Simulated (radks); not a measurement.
Neutral magnesium inside a hard spherical wall (all orbitals vanish at R), configuration held at [Ne] 3s2 and not refilled when levels cross. All-electron calculation, non-relativistic Kohn-Sham, PBEsol, spin-polarised, spherical densities, point nucleus. Program: a radial shooting solver on a logarithmic mesh with Libxc functionals. Eigenvalues in eV for spin up, with the zero of energy where the potential of the charges vanishes at infinity; a dash marks a level that is unbound or too diffuse for the functional's potential to be trusted. A positive occupied level is held by the wall or, in an anion where self-interaction has pushed it up, behind a barrier. The pressure on the wall is -dE/dV.

R (bohr)  E (hartree)  kinetic (hartree)    e(1s)    e(2s)    e(2p)   e(3s)  e(3p, empty)  e(4s, empty)  pressure (GPa)
free       -199.51737            199.103  -1254.2  -79.301  -46.593  -4.673        -1.313             -               0
15         -199.51736            199.103  -1254.2  -79.301  -46.593  -4.672        -1.308         0.309        < 0.0001
10         -199.51686            199.108  -1254.1  -79.247  -46.538  -4.635        -1.178         1.807          0.0132
6          -199.47877            199.307  -1252.5  -77.729  -45.026  -3.399         0.922        11.416            2.67
5          -199.40525            199.586  -1250.8  -76.130  -43.436  -1.694         3.383        20.401            11.3
3.5        -198.91265            201.031  -1244.9  -70.860  -38.200   7.274        14.820        58.094             139
3          -198.38315            202.433  -1240.7  -67.464  -34.799  15.857        24.792        88.916             389
2          -194.26284            213.023  -1216.2  -50.934  -17.381  74.306        84.621        260.01            5630
1.5        -184.77340            235.893  -1172.3  -22.634   13.154  188.51        189.20        540.77           35800
